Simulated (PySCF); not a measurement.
C₆H₁₅Al, charge +1, doublet, geometry from GFN2-xTB (such geometries of metal compounds can be far from the true shape) (a state made from the parent by changing its charge; the spin is typed, not shown lowest); DF-B3LYP5/3-21G (PySCF).

Here is a job for PySCF.
```python
from pyscf import gto, scf, dft

mol = gto.M(
    atom='''
Al    0.19661405   -0.05331826    0.17407201
C     1.68709597    0.39640440   -1.13334327
C     1.26035733    1.27147328   -2.30272829
H     2.11377412   -0.55000735   -1.49237019
H     2.45728312    0.89530478   -0.52521702
H     0.85716418    2.22648330   -1.96818168
H     0.52238559    0.77761513   -2.93259019
H     2.13096368    1.48440644   -2.92774951
C    -1.80620961   -0.02486463   -0.06557341
C    -2.24185758    0.35361927   -1.47983326
H    -2.22899206    0.67950236    0.66572005
H    -2.18556903   -1.02332334    0.19812894
H    -1.85925705   -0.34951850   -2.21908317
H    -1.91414702    1.35746478   -1.74708870
H    -3.33144673    0.33647946   -1.54397194
C     0.97063301   -0.60736383    1.98551462
C    -0.08067415   -1.33021662    2.80574581
H     1.32020900    0.29992069    2.49113207
H     1.84107896   -1.24233522    1.77958258
H    -0.39294165   -2.26153323    2.33450316
H    -0.95957689   -0.70943876    2.98150980
H     0.33701914   -1.58219434    3.78404649
''',
    basis='3-21g',
    charge=1,
    spin=1,
    verbose=4,
)

mf = dft.UKS(mol)
mf.xc = 'b3lyp5'
mf = mf.density_fit(auxbasis='def2-universal-jkfit')
mf.kernel()
```

Task: What does PySCF print? Leave out banner, timings and long lists.

Result: 
```
PySCF version 2.14.0

[INPUT] verbose = 4
[INPUT] num. atoms = 22
[INPUT] num. electrons = 63
[INPUT] charge = 1
[INPUT] spin (= nelec alpha-beta = 2S) = 1
[INPUT] symmetry False subgroup None
[INPUT] Mole.unit = angstrom
[INPUT] Symbol           X                Y                Z      unit          X                Y                Z       unit  Magmom
[...]
nuclear repulsion = 353.282689937725
number of shells = 67
number of NR pGTOs = 162
number of NR cGTOs = 97
basis = 3-21g
ecp = {}

******** <class 'pyscf.df.df_jk.DFUKS'> ********
method = DFUKS
initial guess = minao
damping factor = 0
level_shift factor = 0
DIIS = <class 'pyscf.scf.diis.CDIIS'>
diis_start_cycle = 1
diis_space = 8
diis_damp = 0
SCF conv_tol = 1e-09
SCF conv_tol_grad = None
SCF max_cycles = 50
direct_scf = False
number electrons alpha = 32  beta = 31
XC library pyscf.dft.libxc version 7.1.2
    S. Lehtola, C. Steigemann, M. J. T. Oliveira, and M. A. L. Marques,  SoftwareX 7, 1–5 (2018)
XC functionals = b3lyp5
    P. A. M. Dirac,  Math. Proc. Cambridge Philos. Soc. 26, 376 (1930)
    F. Bloch,  Z. Phys. 57, 545 (1929)
    A. D. Becke,  Phys. Rev. A 38, 3098 (1988)
    C. Lee, W. Yang, and R. G. Parr,  Phys. Rev. B 37, 785 (1988)
    B. Miehlich, A. Savin, H. Stoll, and H. Preuss,  Chem. Phys. Lett. 157, 200 (1989)
    S. H. Vosko, L. Wilk, and M. Nusair,  Can. J. Phys. 58, 1200 (1980)
radial grids:
    Treutler-Ahlrichs [JCP 102, 346 (1995); DOI:10.1063/1.469408] (M4) radial grids

becke partition: Becke, JCP 88, 2547 (1988); DOI:10.1063/1.454033
pruning grids: <function nwchem_prune>
grids dens level: 3
symmetrized grids: False
atomic radii adjust function: <function treutler_atomic_radii_adjust>
small_rho_cutoff = 0
Set gradient conv threshold to 3.16228e-05
tot grids = 251008
******** <class 'pyscf.df.df.DF'> ********
auxbasis = def2-universal-jkfit
init E= -477.031966231726

cycle= 1 E= -476.917673491293  delta_E= 0.114  |g|= 0.326  |ddm|= 2.74
cycle= 2 E= -476.860647054646  delta_E= 0.057  |g|= 0.432  |ddm|= 0.909
cycle= 3 E= -476.971340457729  delta_E= -0.111  |g|= 0.123  |ddm|= 0.666
cycle= 4 E= -476.98016116214  delta_E= -0.00882  |g|= 0.0318  |ddm|= 0.182
cycle= 5 E= -476.980348248706  delta_E= -0.000187  |g|= 0.0292  |ddm|= 0.0819
cycle= 6 E= -476.980912757037  delta_E= -0.000565  |g|= 0.00294  |ddm|= 0.0382
cycle= 7 E= -476.980929301585  delta_E= -1.65e-05  |g|= 0.00267  |ddm|= 0.0133
cycle= 8 E= -476.9809378112  delta_E= -8.51e-06  |g|= 0.00197  |ddm|= 0.00758
cycle= 9 E= -476.980942333751  delta_E= -4.52e-06  |g|= 0.00139  |ddm|= 0.0057
cycle= 10 E= -476.98094518942  delta_E= -2.86e-06  |g|= 0.000835  |ddm|= 0.00535
cycle= 11 E= -476.980946791998  delta_E= -1.6e-06  |g|= 0.000326  |ddm|= 0.00603
cycle= 12 E= -476.980946993213  delta_E= -2.01e-07  |g|= 0.00013  |ddm|= 0.00195
cycle= 13 E= -476.980947028572  delta_E= -3.54e-08  |g|= 1.99e-05  |ddm|= 0.00114
cycle= 14 E= -476.980947028983  delta_E= -4.11e-10  |g|= 1.29e-05  |ddm|= 8.04e-05
Extra cycle  E= -476.980947028921  delta_E= 6.23e-11  |g|= 1.77e-05  |ddm|= 3.35e-05
converged SCF energy = -476.980947028921  <S^2> = 0.75621327  2S+1 = 2.0062036
```
